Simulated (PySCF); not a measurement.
Job file and geometry (Å, from GFN2-xTB) of an NMR shielding run on `C=C1[SiH2]C[SiH2]O[SiH2][SiH2]1`, C$_{3}$H$_{12}$OSi$_{4}$, PySCF, GIAO PBE0/pcSseg-1 NMR shielding, non-relativistic, gas phase; density fitting, a coarse starting grid and PySCF grid level 2 are the driver's defaults:

```
$ OMP_NUM_THREADS=1 python probes_run.py task.json out

{"job": {"kind": "nmr", "xc": "PBE0", "basis": "pcSseg-1"}, "charge": 0, "multiplicity": 1}
C      2.674560    -0.078125    -0.503438
C      1.585308    -0.047501     0.260292
Si     0.597803    -1.635912     0.564970
C     -0.840945    -1.783327    -0.672224
Si    -2.308082    -0.604532    -0.435456
O     -1.816151     0.934916    -0.510357
Si    -0.977335     2.262894    -0.078449
Si     0.955990     1.589901     0.981334
H      3.256950     0.806468    -0.719224
H      3.048960    -0.990766    -0.945426
H      0.093370    -1.643424     1.946119
H      1.495771    -2.789836     0.382339
H     -1.225209    -2.801768    -0.623424
H     -0.444361    -1.658948    -1.680961
H     -3.281234    -0.713139    -1.523277
H     -2.925929    -0.807389     0.877259
H     -0.817261     2.970329    -1.354992
H     -1.906630     3.041780     0.750736
H      2.030156     2.591765     0.848912
H      0.799122     1.367292     2.432230
```

Task: What does the program print?

Result: 
```
coarse grid: 18280 points
cycle   1  E = -1353.8227851510  dE =  6.793e-01  |g| = 8.547e-01  |ddm| = 4.159e+00
cycle   2  E = -1353.5827451972  dE =  2.400e-01  |g| = 1.384e+00  |ddm| = 2.007e+00
cycle   3  E = -1353.9595733223  dE = -3.768e-01  |g| = 1.404e-01  |ddm| = 1.505e+00
cycle   4  E = -1353.9631062528  dE = -3.533e-03  |g| = 5.637e-02  |ddm| = 1.700e-01
cycle   5  E = -1353.9639044590  dE = -7.982e-04  |g| = 1.056e-02  |ddm| = 6.184e-02
cycle   6  E = -1353.9639351935  dE = -3.073e-05  |g| = 2.845e-03  |ddm| = 1.600e-02
cycle   7  E = -1353.9639367286  dE = -1.535e-06  |g| = 1.491e-03  |ddm| = 3.470e-03
final grid: 157000 points
cycle   8  E = -1354.0190658452  dE = -1.527e-05  |g| = 9.956e-03  |ddm| = 2.442e-02
cycle   9  E = -1354.0190386957  dE =  2.715e-05  |g| = 1.507e-02  |ddm| = 2.087e-02
cycle  10  E = -1354.0190869169  dE = -4.822e-05  |g| = 1.336e-03  |ddm| = 1.275e-02
cycle  11  E = -1354.0190873122  dE = -3.953e-07  |g| = 2.920e-04  |ddm| = 1.251e-03
cycle  12  E = -1354.0190873325  dE = -2.027e-08  |g| = 1.032e-04  |ddm| = 3.714e-04
cycle  13  E = -1354.0190873350  dE = -2.461e-09  |g| = 3.415e-05  |ddm| = 1.327e-04
cycle  14  E = -1354.0190873352  dE = -2.610e-10  |g| = 5.707e-06  |ddm| = 3.507e-05
converged SCF energy = -1354.0190873352

GIAO shielding tensors (ppm)
atom      isotropic    diamagn.    paramagn.     s11        s22        s33       span
  0 C       30.535     252.278    -221.743    -89.122     32.564    148.162    237.284
  1 C       36.849     267.857    -231.008    -69.805     -9.292    189.643    259.448
  2 Si     384.527     882.386    -497.858    358.812    377.547    417.224     58.412
  3 C      185.441     260.281     -74.840    170.056    183.105    203.162     33.106
  4 Si     370.255     879.970    -509.714    322.593    372.575    415.598     93.005
  5 O      327.644     401.916     -74.272    237.154    355.977    389.801    152.647
  6 Si     378.743     879.603    -500.859    322.462    354.924    458.844    136.382
  7 Si     419.530     882.708    -463.178    363.575    414.216    480.799    117.223
  8 H       24.746      31.113      -6.367     21.348     23.619     29.272      7.924
  9 H       24.798      31.232      -6.434     21.075     23.781     29.538      8.463
 10 H       26.957      30.826      -3.870     24.298     25.525     31.047      6.749
 11 H       26.992      30.511      -3.520     23.337     25.222     32.416      9.078
 12 H       32.188      30.301       1.886     27.061     28.682     40.820     13.759
 13 H       31.449      34.162      -2.713     27.747     29.061     37.540      9.793
 14 H       26.402      28.204      -1.802     22.190     24.831     32.187      9.997
 15 H       26.498      29.570      -3.072     23.149     24.899     31.446      8.297
 16 H       26.133      29.090      -2.956     22.362     24.590     31.448      9.086
 17 H       26.056      28.138      -2.082     22.442     24.669     31.057      8.615
 18 H       27.606      30.389      -2.783     24.440     25.701     32.676      8.235
 19 H       27.141      30.218      -3.077     24.179     25.466     31.777      7.599
```

Task: Turn these shieldings into chemical shifts. Chemical shifts δ = σref − σ; 13C (σref 186.93), 29Si (σref 349.16), 1H (σref 31.72) against TMS; 17O (σref 336.08) vs H2O, all at this level.

Result: Averaging equivalent atoms: C 0: 156.4; C 1: 150.1; C 3: 1.5; Si 4: -21.1; Si 6: -29.6; Si 2: -35.4; Si 7: -70.4; O 5: 8.4; H 8: 6.97; H 9: 6.92; H 16/17: 5.62; H 14/15: 5.27; H 10/11: 4.74; H 18/19: 4.34; H 12/13: -0.10 ppm. Experimental scales use liquid or dissolved standards, which lie at an offset from isolated H2O (liquid H2O: subtract about 36 ppm).

Size and cost of the density-fitted run: 224 basis functions, 90 s wall time on 1 thread of an Arm Neoverse N1, shared host; peak memory 1 GiB.
